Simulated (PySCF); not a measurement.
SnCl(NCO)3, C₃ClN₃O₃Sn.
Bonds: Sn1–Cl2, Sn1–N3, Sn1–N6, Sn1–N9, N3–C4, C4–O5, N6–C7, C7–O8, N9–C10, C10–O11.

Method: PBE0-D3(BJ)/def2-SVP geometry optimisation, gas phase, def2 core potentials past Kr (PySCF 2.14.0).

(1) Give the optimised bond lengths and angles.

Answers

(1) 
| bond | length (Å) |
| --- | --- |
| Sn1–Cl2 | 2.316 |
| Sn1–N3, Sn1–N6, Sn1–N9 | 1.987 |
| N3–C4, N6–C7, N9–C10 | 1.211 |
| C4–O5, C7–O8, C10–O11 | 1.163 |

Bonds in one row agree within 0.01 Å and their mean is given. A selection of angles:
| angle | degrees |
| --- | --- |
| Cl2–Sn1–N3 | 110.8 |
| Cl2–Sn1–N9 | 110.5 |
| N3–Sn1–N6 | 108.6 |
| N3–Sn1–N9 | 108.3 |
| Sn1–N3–C4 | 143.7 |
| N3–C4–O5 | 176.2 |
| Sn1–N6–C7 | 140.6 |

Dihedral angles: Cl2–Sn1–N3–C4 -59° (synclinal); Cl2–Sn1–N6–C7 -54° (synclinal); Cl2–Sn1–N9–C10 -70° (synclinal). The mirror-image conformer, all signs reversed, is as good.

All 3 C–O bonds measure 1.163 Å. All 3 C–N bonds measure 1.210 to 1.211 Å. All 3 N–Sn bonds measure 1.986 to 1.988 Å. Sn1 (tin bonded to Cl and 3 N) is tetrahedral (angles from 108.0° to 110.8°).

Point group: near C3, missed by 0.18 Å at most; the miss may be what the optimiser left on a soft mode. PBE0-D3(BJ)/def2-SVP frequencies: not computed here. The numbers are those of one conformer.
